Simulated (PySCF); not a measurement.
Br2Sn, charge +1, multiplicity 2. Atoms are numbered in the order given.

```xyz
3

Sn     0.0000     0.0000     0.7242
Br     0.0000    -2.1159    -0.5173
Br     0.0000     2.1159    -0.5173
```
Charge +1, spin multiplicity 2.

Geometry: PBE0-D3(BJ)/def2-SVP. The multiplicity is an assumed one; other spin states were not compared. The isomer is the one that the SMILES or the coordinates give; other isomers of the formula were not compared. The def2 effective core potentials stand for the cores of Sn; spin–orbit coupling is left out.

Method: CAM-B3LYP/def2-TZVPD (PySCF).

Mulliken values depend strongly on the basis, most of all with diffuse functions as here. ESP charges are fitted to the potential on shells at 1.4 to 2.0 van der Waals radii. Atomic charges (e):

| atom | Mulliken | ESP fit | Mulliken spin |
|---|---|---|---|
| Sn1 | 1.08 | 0.80 | 0.37 |
| Br2 | -0.04 | 0.10 | 0.31 |
| Br3 | -0.04 | 0.10 | 0.31 |
